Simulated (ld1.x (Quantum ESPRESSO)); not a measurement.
## Re (Z = 75), PAW: configuration errors across variants

* Element: rhenium (Re)
* Generator: ld1.x (Quantum ESPRESSO) 7.5
* Type: PAW
* Functional: LDA (PZ)
* Relativity: scalar-relativistic
* Frozen core: [Kr] 4d10 4f14 5s2
* Valence charge: 13
* Reference configuration: 5p6 5d5 6s1.5 6p0.5
* Partial waves: 6s (bound): rcut 2.60, rcutus 2.85 bohr; 6s channel at 1.6 Ry: rcut 2.60, rcutus 2.85 bohr; 5p (bound): rcut 1.70, rcutus 2.25 bohr; 6p (bound): rcut 1.70, rcutus 2.25 bohr; 5d (bound): rcut 1.25, rcutus 1.50 bohr; 5d channel at 0.25 Ry: rcut 1.25, rcutus 1.50 bohr
* Local potential: all-electron potential smoothed inside 1.75 bohr (lloc = -2)
* Core correction: a·sin(br)/r model core, default radius (ld1.x builds one for every PAW set, though the input has nlcc=.false.)
* Augmentation charge: PSQ, inside the norm-conserving radii

All-electron excitation energies from the reference (eV): (1) 5p6 5d5 6s2 6p0 -2.394; (2) 5p6 5d5 6s1 6p0 7.122; (3) 5p6 5d5 6s0 6p0 23.802; (4) 5p6 5d5 6s0 6p2 7.655; (5) 5p6 5d5 6s1.5 6p0 1.508; (6) 5p6 5d5.5 6s1.5 6p0 -2.002.

The default core radius of the base comes out at 0.89 bohr.

The overlap operator is not positive definite (basis up to 400 Ry) in “base”, “core correction a·sin(br)/r model core inside 0.78 bohr”, “core correction a·sin(br)/r model core inside 1.04 bohr”, “core correction a·sin(br)/r model core inside 1.32 bohr”, “core correction a·sin(br)/r model core inside 1.74 bohr”. Such files are unfit for use, however small their errors in these radial tests.

Errors AE − PS in meV (a dash: test not solved or not reliable):

```csv
change,(1),(2),(3),(4),(5),(6),bound ghosts
base,+0.8,-1.6,-6.1,0.0,-0.5,0.0,not determined (overlap not positive)
core correction a·sin(br)/r model core inside 0.78 bohr,+1.5,-1.3,-8.1,+3.2,0.0,+0.8,not determined (overlap not positive)
core correction a·sin(br)/r model core inside 1.04 bohr,+1.4,–,-8.1,+2.5,-0.2,+0.7,not determined (overlap not positive)
core correction a·sin(br)/r model core inside 1.32 bohr,+1.3,-1.6,-8.2,+1.3,-0.3,+0.5,not determined (overlap not positive)
core correction a·sin(br)/r model core inside 1.74 bohr,+0.9,-1.8,-8.2,+0.5,-0.4,+0.2,not determined (overlap not positive)
```

(1) Give the same row for: core correction a·sin(br)/r model core inside 1.50 bohr.

Answers

(1) +1.1, -1.7, -8.2, +0.8, -0.3, +0.5; bound ghosts: not determined (overlap not positive). Its overlap operator is not positive definite in a basis up to 400 Ry (lowest eigenvalue d -3.38), so the file is unfit for use: the generalised eigenproblem breaks down once the basis is large enough, and its test numbers describe a broken file.
